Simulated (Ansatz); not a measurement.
Consider the substitution at a C–Mg bond: `[CH3][Mg][CH3]` + `B1N[SiH2]1` → `CN1B[SiH2]1` + `[CH3][MgH]`.

Isolated molecules relaxed with PBE0-D4/def2-TZVP in Ansatz; ΔE leaves out vibrations. CCSD(T)/CBS is the MP2 limit (def2-TZVPP, def2-QZVPP) plus CCSD(T) − MP2 in def2-TZVPP, frozen cores. Functionals use def2-TZVPP. B3LYP here is the variant with VWN-RPA as its local correlation; programs differ in this. HSE06 is defined as in plane-wave codes. For Mg outer-core shells are correlated without core-valence functions, which leaves a few kJ/mol of doubt a bond.

`[CH3][Mg][CH3]`:

Cartesian coordinates in Å:
```
C 1.181 -0.019 1.722
Mg 0.002 0.003 -0.001
C -1.180 0.019 -1.722
H 2.016 0.686 1.657
H 1.613 -1.007 1.910
H 0.605 0.252 2.614
H -0.749 0.645 -2.511
H -1.302 -0.984 -2.144
H -2.186 0.406 -1.524
```

`B1N[SiH2]1`:

Cartesian coordinates in Å:
```
B 0.741 -0.222 -0.845
N -0.602 0.004 -0.642
Si 0.126 0.108 0.953
H 1.444 -0.450 -1.775
H -1.441 0.054 -1.200
H -0.311 -0.938 1.913
H 0.042 1.444 1.597
```

`CN1B[SiH2]1`:

```xyz
10

C    -0.690   -1.154    0.550
N    -0.150    0.030   -0.061
B    -0.568    1.077   -0.848
Si    1.278    1.028   -0.307
H    -0.573   -1.111    1.637
H    -0.162   -2.043    0.194
H    -1.751   -1.257    0.315
H    -1.594    1.413   -1.346
H     1.831    1.646    0.927
H     2.379    0.370   -1.061
```

`[CH3][MgH]`:

```xyz
6

C    -0.283   -0.578   -0.432
Mg    0.477    0.976    0.728
H    -0.146   -1.552    0.050
H     0.206   -0.634   -1.410
H    -1.356   -0.462   -0.617
H     1.101    2.251    1.681
```

```
             level  ΔE (kJ/mol)  difference from CCSD(T)/CBS
            PBE-D4         43.0                        -11.8
           BLYP-D4         40.4                        -14.4
           PBE0-D4         42.4                        -12.4
        r2SCANh-D4         46.9                         -7.9
          HSE06-D4         42.8                        -12.0
          BHLYP-D4         40.0                        -14.8
      CAM-B3LYP-D4         41.2                        -13.6
           ωB97X-V         41.3                        -13.5
          PBE-QIDH         46.1                         -8.7
            revPBE         48.2                         -6.6
              PBE0         45.9                         -8.9
             B3LYP         47.4                         -7.4
             BHLYP         44.5                        -10.3
    MP2/def2-TZVPP         50.4                         -4.4
SCS-MP2/def2-TZVPP         45.6                         -9.2
    MP2/def2-QZVPP         55.0                          0.2
       CCSD(T)/CBS         54.8                            0
```

Largest T1 diagnostic among the species: 0.014.

In def2-TZVPP, CCSD(T) changes the Hartree–Fock value by +10.7 kJ/mol (the triples alone add +0.3 kJ/mol) and MP2 by +14.2 kJ/mol. From BLYP to BHLYP (50 % exact exchange), in def2-TZVPP and without D4, ΔE moves by −4.4 kJ/mol.
